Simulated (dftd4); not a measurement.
trifluoromethane (CHF3), singlet, at a GFN2-xTB geometry; D4 for b3lyp run with dftd4.

Input for dftd4:
```
$ dftd4 mol.xyz --func b3lyp --charge 0 --json dftd4.json --noedisp --grad

# file mol.xyz
5

C      0.00184574     0.00147866     0.33702587
H      0.00789083     0.00632154     1.44084271
F      0.02727377     1.24268325    -0.13386700
F      1.06198689    -0.64643979    -0.13124532
F     -1.09136790    -0.59793163    -0.11966522
```

It wrote (shortened):

```
                    ____  _____ _____     ____  _  _
      -------------|  _ \|  ___|_   _|---|  _ \| || |------------
     |             | | | | |_    | | ___ | | | | || |_           |
     |             | |_| |  _|   | ||___|| |_| |__   _|          |
     |             |____/|_|     |_|     |____/   |_|            |
     |             ===================================           |
     |            E. Caldeweyher, S. Ehlert & S. Grimme          |
     |          Mulliken Center for Theoretical Chemistry        |
     |                    University of Bonn                     |
      -----------------------------------------------------------

Rational (Becke-Johnson) damping: b3lyp-D4-ATM
---------------------
  s6         1.0000
  s8         2.0293
  s9         1.0000
  a1         0.4087
  a2         4.5381
 alp        16.0000
--------------------

Dispersion energy:      -2.7890208704717E-03 Eh

Gradient norm:           9.3361058125490E-05 Eh/a0
--------------------------------------------------
     #    Z           dE/dx      dE/dy      dE/dz
--------------------------------------------------
     1    6 C     6.154E-08  4.930E-08  1.124E-05
     2    1 H    -6.748E-08 -5.406E-08 -1.232E-05
     3    9 F     1.195E-06  5.302E-05  1.227E-07
     4    9 F     4.532E-05 -2.754E-05  2.345E-07
     5    9 F    -4.651E-05 -2.547E-05  7.284E-07
--------------------------------------------------

Virial:
--------------------------------------------------
      component           x          y          z
--------------------------------------------------
          x       1.869E-04 -5.131E-09 -1.170E-06
          y      -5.131E-09  1.869E-04 -9.371E-07
          z      -1.170E-06 -9.371E-07 -2.665E-05
--------------------------------------------------

[Info] Dispersion results written to 'dftd4.txt'
[Info] JSON dump of results written to 'dftd4.json'
```
